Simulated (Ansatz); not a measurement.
A made-up structure of SiHTeO (charge +1), closed shell:

| atom | x (Å) | y (Å) | z (Å) |
| --- | --- | --- | --- |
| O1 | -2.0065 | 0.7698 | 1.4234 |
| Si2 | -0.8930 | 0.2794 | 0.2759 |
| Te3 | 0.8718 | -0.5056 | -1.5860 |
| H4 | 2.0277 | -0.5436 | -0.1133 |

It is relaxed with PBE-D4/def2-SVP and then PBE0-D4/def2-TZVP (Ansatz 0.2.0). Atoms count as bonded within 1.22 times the sum of their covalent radii (H–H: 0.88 Å). The end point is not checked to be a true minimum.

Question: Does its bonding change? (Judge from chemistry; the calculation decides.)

Answer: The calculation gives: No: no bond forms or breaks.

Where it ends: The first stage lowers the energy by 0.88 eV in 6 steps. It ends as SiHTeO ([O][Si][TeH]), total charge +1:
O1  (-1.791, 0.687, 1.272)
Si2  (-0.797, 0.250, 0.247)
Te3  (0.777, -0.451, -1.416)
H4  (1.811, -0.486, -0.102)
(Å)

Labels in which every atom is bracketed show which atoms are joined, not bond orders.

For scale, one of the runs: PBE0-D4/def2-TZVP relaxation, 124 basis functions, launched by `ansatz run in.yaml --threads 2 --pin off --events-out ev --progress --plain --max-ram 4352MiB`. The run took about 13 s on 2 CPU threads of an Arm Neoverse V1 (shared host).
